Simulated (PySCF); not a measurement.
This PySCF input asks for the NMR shieldings of `InChI=1S/C5H12F2SSi/c1-5(2,3-8)9(7)4-6/h8-9H,3-4H2,1-2H3/t9-/m1/s1`; the geometry comes from GFN2-xTB.

```python
import basis_set_exchange as bse
import numpy as np
from pyscf import gto, dft
from pyscf.prop import nmr

atoms = """
C    -0.643594   -0.919322    1.432461
C    -0.621764   -0.286394    0.034211
C    -1.622465   -1.022697   -0.861267
C    -1.055334    1.174441    0.171082
S    -0.820963    2.137533   -1.367651
Si    1.123923   -0.433242   -0.746471
F     1.563934   -1.986439   -0.586488
C     2.467085    0.485973    0.267864
F     2.211859    1.842465    0.351028
H    -0.334745   -1.960654    1.381947
H    -1.650947   -0.882253    1.845855
H     0.021145   -0.393390    2.115415
H    -1.693733   -0.538453   -1.832729
H    -2.611788   -1.022240   -0.405218
H    -1.315187   -2.054465   -1.012564
H    -0.498706    1.686684    0.953208
H    -2.120715    1.235409    0.399397
H     0.383718    2.610820   -1.071555
H     1.221179   -0.168418   -2.170734
H     3.450883    0.387489   -0.195401
H     2.537293    0.124096    1.297138
"""
names = dict.fromkeys(["C", "S", "Si", "F", "H"], "pcSseg-1")
basis = {el: gto.basis.parse(bse.get_basis(n, elements=[el], fmt="nwchem")) for el, n in names.items()}
mol = gto.M(atom=atoms, basis=basis, charge=0, verbose=0)
mf = dft.RKS(mol, xc="PBE0")
mf.grids.level = 2
mf.grids.alignment = dft.numint.BLKSIZE   # the property module wants whole blocks of grid points
mf.conv_tol = 1e-9
mf.kernel()

calc = nmr.RKS(mf)   # GIAO
C = mf.mo_coeff
Co = C[:, mf.mo_occ > 0]
resp = mf.gen_response(singlet=True, hermi=2)
def vind(x):   # induced exchange potential for any number of trial vectors
    d = np.einsum("pi,xij,qj->xpq", C, 2 * x.reshape(-1, C.shape[1], Co.shape[1]), Co, optimize=True)
    return np.einsum("xpq,pi,qj->xij", resp(d - d.transpose(0, 2, 1)), C, Co, optimize=True).ravel()
mo1, _ = nmr.rhf.solve_mo1(calc, with_cphf=vind)
sigma = calc.kernel(mo1)
for i, s in enumerate(sigma):   # ppm
    w = np.linalg.eigvalsh((s + s.T) / 2)
    print("%2d %-2s iso %8.1f  s11 %8.1f  s22 %8.1f  s33 %8.1f" % (i, mol.atom_pure_symbol(i), w.mean(), *w))
```

**Question.** What are the results?

**Answer.** 
```
 0 C  iso    161.3  s11    145.5  s22    150.7  s33    187.6
 1 C  iso    152.2  s11    129.2  s22    157.0  s33    170.4
 2 C  iso    163.0  s11    143.2  s22    158.1  s33    187.5
 3 C  iso    147.4  s11    125.9  s22    142.8  s33    173.4
 4 S  iso    620.9  s11    492.8  s22    542.6  s33    827.5
 5 Si iso    340.4  s11    305.0  s22    349.4  s33    366.8
 6 F  iso    400.3  s11    383.3  s22    397.5  s33    420.2
 7 C  iso    109.4  s11     60.8  s22     82.4  s33    184.9
 8 F  iso    485.9  s11    437.1  s22    502.0  s33    518.5
 9 H  iso     30.3  s11     26.0  s22     28.1  s33     36.8
10 H  iso     30.9  s11     27.0  s22     28.5  s33     37.3
11 H  iso     30.5  s11     25.8  s22     29.0  s33     36.8
12 H  iso     29.6  s11     24.7  s22     29.2  s33     34.9
13 H  iso     31.2  s11     27.4  s22     28.3  s33     37.8
14 H  iso     30.4  s11     25.6  s22     28.7  s33     36.8
15 H  iso     28.8  s11     24.2  s22     29.3  s33     33.1
16 H  iso     29.8  s11     23.9  s22     29.9  s33     35.7
17 H  iso     29.7  s11     21.6  s22     28.9  s33     38.6
18 H  iso     26.0  s11     22.1  s22     25.9  s33     30.0
19 H  iso     26.7  s11     22.2  s22     26.5  s33     31.3
20 H  iso     26.7  s11     23.0  s22     26.8  s33     30.2
```

These numbers come from an equivalent density-fitted implementation of the same equations, which agrees with the script to about 0.01 ppm for H and up to a few tenths of a ppm for heavy atoms, so last digits may differ.

**Question.** Turn these shieldings into chemical shifts. Chemical shifts δ = σref − σ; ¹³C (σref 186.93), ²⁹Si (σref 349.16), ¹H (σref 31.72) vs TMS; ³³S (σref 503.73) against CS2; CFCl3 for ¹⁹F (σref 170.95), all at this level.

**Answer.** Averaging equivalent atoms: C 7: 77.6; C 3: 39.5; C 1: 34.7; C 0: 25.7; C 2: 24.0; S 4: -117; Si 5: 8.8; F 6: -229.4; F 8: -314.9; H 18: 5.70; H 19: 5.06; H 20: 5.05; H 15: 2.87; H 17: 2.01; H 16: 1.92; H 12/13/14: 1.33; H 9/10/11: 1.13 ppm. Unscaled 19F shifts against computed CFCl3 carry errors that often reach 10 to 50 ppm.

Size and cost of the density-fitted run: 227 basis functions, 81 s wall time on 1 thread of an Arm Neoverse N1, shared host; peak memory 1.1 GiB.
